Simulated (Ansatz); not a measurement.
cyclo-(Cl2GeS)4 (Ge₄S₄Cl₈). Total charge 0; triplet. Geometry PBE-D4/def2-SVP, that of the neutral singlet; atoms count from 1.

```xyz
16

Ge   -1.3754   -1.8433    1.0573
Cl   -2.4362   -3.6661    1.5101
Cl   -2.7270   -0.1761    1.2962
S     0.2483   -1.8337    2.6000
Ge    1.3842    0.0369    2.1236
Cl    2.9569    0.0129    3.5999
Cl    0.1872    1.8107    2.4144
S     2.3602   -0.0427    0.1100
Ge    1.4724    1.6761   -1.0151
Cl    2.0115    3.5945   -0.1923
Cl    2.4216    1.4585   -2.9406
S    -0.7590    1.7722   -1.1538
Ge   -1.2924   -0.1956   -2.0758
Cl   -3.4375   -0.1030   -2.2692
Cl   -0.4353   -0.4622   -4.0379
S    -0.5794   -2.0391   -1.0267
```

Single mean-field runs in def2-TZVP are fitted with def2-universal-jkfit. At PBE0-D4/def2-TZVP a singlet of charge 0 lies 4.20 eV below the triplet at the same geometry.

**Question.** Estimate the Mulliken populations from the PBE0/def2-TZVP orbitals of Ansatz.

**Answer.** 
```csv
atom,charge (e),spin (α − β)
Ge1,0.72,0.01
Cl2,-0.24,0.01
Cl3,-0.21,0.00
S4,-0.27,0.13
Ge5,0.63,0.17
Cl6,-0.26,0.09
Cl7,-0.22,0.02
S8,0.04,0.95
Ge9,0.58,0.23
Cl10,-0.25,0.08
Cl11,-0.28,0.10
S12,-0.24,0.12
Ge13,0.69,0.00
Cl14,-0.23,0.00
Cl15,-0.23,0.00
S16,-0.24,0.08
```
Mulliken values depend strongly on the basis.

**Question.** Where does the spin sit?

**Answer.** Summed by element: Ge 0.41, Cl 0.30, S 1.29, of 2 unpaired in all. Largest on single atoms: S8 0.95, Ge9 0.23, Ge5 0.17.

**Question.** And the Mayer bond orders between heavy atoms (over 0.3)?

**Answer.** Ge1–Cl2 1.04 (2.16 Å); Ge1–Cl3 1.05 (2.16 Å); Ge1–S4 1.03 (2.24 Å); Ge1–S16 0.95 (2.24 Å); S4–Ge5 0.91 (2.24 Å); Ge5–Cl6 0.98 (2.16 Å); Ge5–Cl7 1.03 (2.16 Å); Ge5–S8 0.79 (2.24 Å); S8–Ge9 0.69 (2.24 Å); Ge9–Cl10 1.01 (2.16 Å); Ge9–Cl11 0.98 (2.16 Å); Ge9–S12 0.92 (2.24 Å); S12–Ge13 1.03 (2.24 Å); Ge13–Cl14 1.05 (2.16 Å); Ge13–Cl15 1.05 (2.16 Å); Ge13–S16 0.96 (2.24 Å).
